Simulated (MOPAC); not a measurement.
Input file for MOPAC: AM1 on ZnGe, 2S+1 = 3, a spin state set in the input, which need not be the lowest, a point of a bond scan (R = 2.685 Å).

```
AM1 1SCF PRECISE CHARGE=0 UHF MS=1 THREADS=1
GeZn

Zn     0.00000000 1     0.00000000 1     0.00000000 1
Ge     0.00000000 1     0.00000000 1     2.68454300 1
```

It printed:

```
*******************************************************************************
 **                                                                           **
 **                              MOPAC v23.2.5                                **
 **                                                                           **
 *******************************************************************************
 ** MOPAC's Digital Object Identifier: https://doi.org/10.5281/zenodo.6511958 **
 **                                                                           **
 ** Please cite the open-source release paper for use of this MOPAC version:  **
 ** J. E. Moussa and J. J. P. Stewart (2026)                                  **
 ** MOPAC: An open-source semiempirical molecular orbital program             **
 ** J. Open Source Softw., 11(119), 8025, https://doi.org/10.21105/joss.08025 **
 *******************************************************************************

                              AM1 CALCULATION RESULTS

 *******************************************************************************
 *  AM1        - The AM1 Hamiltonian to be used
 *  UHF        - UNRESTRICTED HARTREE-FOCK CALCULATION
 *
 *
 *
 *                 CHARGE ON SYSTEM = 0
 *
 *
 *
 *  MS=        - IN MECI, MAGNETIC COMPONENT OF SPIN =  1.0
 *  PRECISE    - TIGHTER CRITERIA TO BE USED
 *  1SCF       - DO 1 SCF AND THEN STOP
 *  THREADS=1  - MULTI-THREADING NOT USED
 *  T=         - A TIME OF 172800.0 SECONDS REQUESTED
 *  DUMP=N     - RESTART FILE WRITTEN EVERY 7200.0 SECONDS REQUESTED
 *******************************************************************************
AM1 1SCF PRECISE CHARGE=0 UHF MS=1 THREADS=1
 GeZn

   ATOM   CHEMICAL          X               Y               Z
  NUMBER   SYMBOL      (ANGSTROMS)     (ANGSTROMS)     (ANGSTROMS)

     1      Zn          0.00000000  *   0.00000000  *   0.00000000  *
     2      Ge          0.00000000  *   0.00000000  *   2.68454300  *



          CARTESIAN COORDINATES

    NO.       ATOM           X           Y           Z

     1        Zn          0.0000      0.0000      0.0000
     2        Ge          0.0000      0.0000      2.6845

 Zn: (AM1): M.J.S. DEWAR, K.M. MERZ, ORGANOMETALLICS, 7, 522-524 (1988).
 Ge: (AM1): M.J.S.Dewar and C.Jie, Organometallics, 8, 1544, (1989)

           Empirical Formula: Zn Ge  =     2 atoms



      MOLECULAR POINT GROUP   :   C*v


          UHF CALCULATION, NO. OF ALPHA ELECTRONS =    4
                           NO. OF BETA  ELECTRONS =    2

 -------------------------------------------------------------------------------
 AM1 1SCF PRECISE CHARGE=0 UHF MS=1 THREADS=1
 GeZn



     1SCF WAS SPECIFIED, SO BFGS WAS NOT USED
     SCF FIELD WAS ACHIEVED


                              AM1 CALCULATION
                                                       MOPAC v23.2.5 Linux




          FINAL HEAT OF FORMATION =         95.21411 KCAL/MOL =     398.37582 KJ/MOL


          COSMO AREA              =         90.98 SQUARE ANGSTROMS
          COSMO VOLUME            =         76.41 CUBIC ANGSTROMS

          IONIZATION POTENTIAL    =          7.850540 EV
          ALPHA SOMO LUMO (EV)    =         -7.978 -1.105
          BETA  SOMO LUMO (EV)    =         -7.851 -0.996
          NO. OF ALPHA ELECTRONS  =          4
          NO. OF BETA  ELECTRONS  =          2
          MOLECULAR WEIGHT        =        137.9700         POINT GROUP:  C*v

          MOLECULAR DIMENSIONS (Angstroms)

            Atom       Atom       Distance
           Ge     2   Zn     1     2.68454
           Ge     2   Zn     1     0.00000
           Zn     1   Ge     2     0.00000


          SCF CALCULATIONS        =          1





   ATOM   CHEMICAL          X               Y               Z
  NUMBER   SYMBOL      (ANGSTROMS)     (ANGSTROMS)     (ANGSTROMS)

     1      Zn          0.00000000  *   0.00000000  *   0.00000000  *
     2      Ge          0.00000000  *   0.00000000  *   2.68454300  *

                             CARTESIAN COORDINATES

   1   Zn        0.000000000     0.000000000     0.000000000
   2   Ge        0.000000000     0.000000000     2.684543000


           Empirical Formula: Zn Ge  =     2 atoms



      MOLECULAR POINT GROUP   :   C*v


          ALPHA EIGENVALUES
 -11.69423  -9.85986  -8.14545  -7.97815  -1.10463   3.36176   3.36338   3.42530


           BETA EIGENVALUES
  -9.95644  -7.85054  -0.99572  -0.95740  -0.02164   3.62580   3.65886   4.04576


              NET ATOMIC CHARGES AND DIPOLE CONTRIBUTIONS

  ATOM NO.   TYPE          CHARGE      No. of ELECS.   s-Pop       p-Pop
    1         Zn           0.229227        1.7708     1.45868     0.31210
    2         Ge          -0.229227        4.2292     1.18361     3.04562
 DIPOLE           X         Y         Z       TOTAL
 POINT-CHG.     0.000     0.000    -2.956     2.956
 HYBRID        -0.146     0.000    -0.108     0.181
 SUM           -0.146     0.000    -3.064     3.067


          ATOMIC ORBITAL ELECTRON POPULATIONS

     Atom    s        px        py        pz
    1 Zn   1.45868   0.00453   0.00474   0.30282
    2 Ge   1.18361   0.94530   0.99526   1.10506


                    (SZ)    =    1.000000
                    (S**2)  =    3.070795


          ATOMIC ORBITAL SPIN POPULATIONS

    Atom   Total    s     px     py     pz
         Atomic
    1 Zn  0.4810  0.472 -0.001  0.005  0.005
    2 Ge  1.5190  0.328 -0.150  0.995  0.346

 **********************
 *                    *
 * JOB ENDED NORMALLY *
 *                    *
 **********************




 == MOPAC DONE ==
```

The run finished. Its determinant has ⟨S²⟩ = 3.07, a mixture of spin states.

Cost: about 0.04 core-seconds (a rough figure).
